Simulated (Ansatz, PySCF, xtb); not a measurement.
Gas-phase reaction 2 R1 + R2 → 2 P1 + P2, each structure at its B3LYP-D3(BJ)/def2-TZVP stationary point, reached from a drawn start (curvature not checked).
P1: CH4 (SMILES C), charge 0, multiplicity 1.
R1, H2 (SMILES [H][H]) (charge 0, multiplicity 1):
```
atom   x (Å)   y (Å)    z (Å)
----  ------  ------  -------
H     0.0000  0.0000   0.3720
H     0.0000  0.0000  -0.3720
```
P2, SiH4 (SMILES [SiH4]) (charge 0, multiplicity 1):
```xyz
5

Si     0.00000     0.00000     0.00000
H      0.85468     0.85468     0.85468
H     -0.85468    -0.85468     0.85468
H     -0.85468     0.85468    -0.85468
H      0.85468    -0.85468    -0.85468
```
R2, C2H8Si (SMILES C[SiH2]C) (charge 0, multiplicity 1):
```xyz
11

Si     0.0489    -0.5542    -0.4759
C      1.4680     0.5921    -0.0347
C     -1.5118    -0.0961     0.4607
H      0.4257    -1.9560    -0.1569
H     -0.2106    -0.4829    -1.9375
H      1.2225     1.6280    -0.2787
H      2.3752     0.3249    -0.5799
H      1.6913     0.5426     1.0333
H     -2.3366    -0.7633     0.2034
H     -1.8208     0.9251     0.2272
H     -1.3520    -0.1603     1.5392
```

P less R. No zero-point or thermal terms.

Frozen-core correlation throughout. CBS(a, b) extrapolates the correlation energy as X⁻³ and adds the Hartree–Fock energy of set b.

Codes used: Ansatz (a quantum-chemistry and plane-wave program) with Gaussian orbitals; PySCF for the D3/D4 terms; xtb for the GFN methods. All values are computed, each at the level named.

| level | reaction energy (kcal/mol) |
|---|---|
| GFN2-xTB | -46.75 |
| HF/cc-pV(D+d)Z | -26.17 |
| revPBE-D4/def2-TZVPP | -10.36 |
| r2SCAN-D4/def2-TZVPP | -12.28 |
| BHLYP-D3(BJ)/def2-TZVPP | -16.09 |
| wB97X-V/def2-TZVPP | -14.00 |
| MP2/cc-pV(T+d)Z | -11.78 |
| CCSD(T)/cc-pV(T+d)Z | ___ |
| CCSD(T)/CBS(cc-pV(T+d)Z, cc-pV(Q+d)Z) | ___ |

Question: What belongs in the gaps?

Answer: 
- CCSD(T)/cc-pV(T+d)Z, reaction energy (kcal/mol): -14.15
- CCSD(T)/CBS(cc-pV(T+d)Z, cc-pV(Q+d)Z), reaction energy (kcal/mol): -12.62
